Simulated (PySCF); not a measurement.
C3H4ClFSi. Atoms are numbered in the order given.

```xyz
10

F      2.0947     0.0416     0.0000
C      0.8168     0.3935     0.0000
C     -0.2601    -0.4158     0.0000
Cl    -0.2900    -2.1360     0.0000
C     -1.4930     0.4674     0.0000
Si    -0.2577     1.9290     0.0000
H     -2.1177     0.3459     0.8987
H     -2.1177     0.3459    -0.8987
H     -0.2302     2.7850    -1.2173
H     -0.2302     2.7850     1.2173
```
Charge 0, spin multiplicity 1.

Coordinates come from a ωB97X-D3(BJ)/def2-SVP optimisation. This is a generated structure with no PubChem entry under its InChIKey; it may be hypothetical.

Method: ωB97X-D3(BJ)/def2-SVP run with PySCF.

Frequencies are harmonic and unscaled.

```
mode  ν (cm⁻¹)  IR (km/mol)  Raman (Å⁴/amu)  depolarisation   moving atoms (share of kinetic energy)
----  --------  -----------  --------------  --------------  ---------------------------------------
1          118          0.0             0.1            0.75         C 35 %, H 31 %, Si 15 %, Cl 14 %
2          197          1.5             1.8            0.75                  F 50 %, Cl 35 %, C 12 %
3          287          0.6             0.4            0.75                   C 56 %, H 26 %, F 17 %
4          341          2.7             2.0            0.43  Cl 27 %, F 24 %, C 22 %, Si 19 %, H 8 %
5          438         28.3             7.9            0.26                 Si 53 %, Cl 24 %, C 11 %
6          507         12.0             1.1            0.75                           C 55 %, H 36 %
7          555          6.1             5.4            0.75                                   H 92 %
8          613          7.5             7.1            0.74          C 44 %, F 19 %, H 19 %, Si 14 %
9          679         17.6            10.6            0.75                           H 55 %, C 38 %
10         733         21.8            17.9            0.21           C 46 %, H 25 %, F 21 %, Si 8 %
11         787         52.5            10.5            0.50                  H 67 %, C 17 %, Si 12 %
12         825         40.4             3.8            0.30         C 65 %, Si 11 %, Cl 11 %, H 11 %
13         839         26.0             2.5            0.75                           H 69 %, C 26 %
14         980        172.7            18.7            0.68                                   H 95 %
15        1096          2.1             4.2            0.75                           H 84 %, C 16 %
16        1107          3.6             4.7            0.07                           H 62 %, C 37 %
17        1185         84.6             1.1            0.42                           C 86 %, H 11 %
18        1298        191.2             3.1            0.56                           C 78 %, F 18 %
19        1444          0.1            16.4            0.64                           H 88 %, C 12 %
20        1747         86.9            27.5            0.13                                   C 96 %
21        2274        125.7           246.5            0.10                                   H 98 %
22        2276        122.7           103.4            0.75                                   H 96 %
23        3103          8.5           138.7            0.14                                   H 95 %
24        3167          1.8            90.0            0.75                           H 90 %, C 10 %
```
